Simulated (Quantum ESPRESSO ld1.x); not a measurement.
Isoelectronic series with 34 electrons, each ion in its NIST ground configuration. Calculated with ld1.x of Quantum ESPRESSO 7.5: Dirac Kohn-Sham, PW91, spin-unpolarised, spherical densities, point nucleus; open shells are shared between the two j in proportion to 2j + 1. Total energies (hartree) and mean radii <r> (bohr):

ion        configuration  E (hartree)   4p3/2   4p1/2   4s1/2
Sr4+   [Ar] 3d10 4s2 4p4     -3176.08   1.450   1.426   1.297
Nb7+   [Ar] 3d10 4s2 4p4     -3807.68   1.178   1.157   1.087
Ru10+  [Ar] 3d10 4s2 4p4     -4502.08   1.001  0.9819  0.9395
Ag13+  [Ar] 3d10 4s2 4p4     -5260.13  0.8739  0.8556  0.8288
Sn16+  [Ar] 3d10 4s2 4p4     -6082.79  0.7771  0.7592  0.7420
I19+   [Ar] 3d10 4s2 4p4     -6971.21  0.7005  0.6827  0.6718
Ba22+  [Ar] 3d10 4s2 4p4     -7926.65  0.6381  0.6202  0.6137
Pr25+  [Ar] 3d10 4s2 4p4     -8950.53  0.5861  0.5680  0.5646
Sm28+  [Ar] 3d10 4s2 4p4    -10044.46  0.5420  0.5236  0.5225
Tb31+  [Ar] 3d10 4s2 4p4    -11210.20  0.5041  0.4854  0.4859
Er34+  [Ar] 3d10 4s2 4p4    -12449.74  0.4712  0.4520  0.4537
Lu37+  [Ar] 3d10 4s2 4p4    -13765.31  0.4422  0.4225  0.4252
W40+   [Ar] 3d10 4s2 4p4    -15159.38  0.4166  0.3963  0.3998
Ir43+  [Ar] 3d10 4s2 4p4    -16634.76  0.3937  0.3728  0.3768
Hg46+  [Ar] 3d10 4s2 4p4    -18194.61  0.3731  0.3516  0.3560
